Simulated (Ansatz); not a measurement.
Gas-phase electronic energies from Ansatz, PBE0-D4/def2-TZVP geometries. CCSD(T)/CBS adds triple-zeta CCSD(T) − MP2 to the extrapolated MP2 energy (def2 sets, frozen cores). Functionals use def2-TZVPP. For Ge outer-core shells are correlated without core-valence functions, which leaves a few kJ/mol of doubt a bond. Scalar relativity is left out up to krypton. Each species was taken in one conformer, which may not be the lowest.

`C=C=C([SiH3])[SiH3]` + `[OH][GeH]([OH])[Cl]` → `[OH][Ge]([OH])([SiH3])[Cl]` + `C=C=C[SiH3]`  (formal exchange of groups at the Si–C bond)

Q: Is it downhill or uphill in electronic energy at CCSD(T)/CBS, and by how much? (Estimate.)

A: Computed: Nearly level: ΔE = -0.02 eV.

Q: What do these levels give: B97M-V, r2SCANh-D4, BLYP, BHLYP, HF/def2-TZVPP, MP2/CBS(def2)? (Best estimate.)

A: Computed: B97M-V -0.01, r2SCANh-D4 -0.04, BLYP -0.15, BHLYP -0.04, HF/def2-TZVPP 0.04, MP2/CBS(def2) 0.06 eV.

Largest T1 diagnostic among the species: 0.013.

From PBE to PBE0 (25 % exact exchange), in def2-TZVPP and without D4, ΔE moves by +0.06 eV. The D4 term adds +0.03 eV with B3LYP and +0.02 eV with PBE0; it sums over pairs of atoms, weighted by their polarisabilities, and B3LYP, whose exchange is more repulsive, gets the larger term. At CCSD(T), def2-SVP lies +0.08 eV from the extrapolated value and def2-TZVPP +0.02 eV.

B3LYP here is the variant with VWN-RPA as its local correlation; programs differ in this.
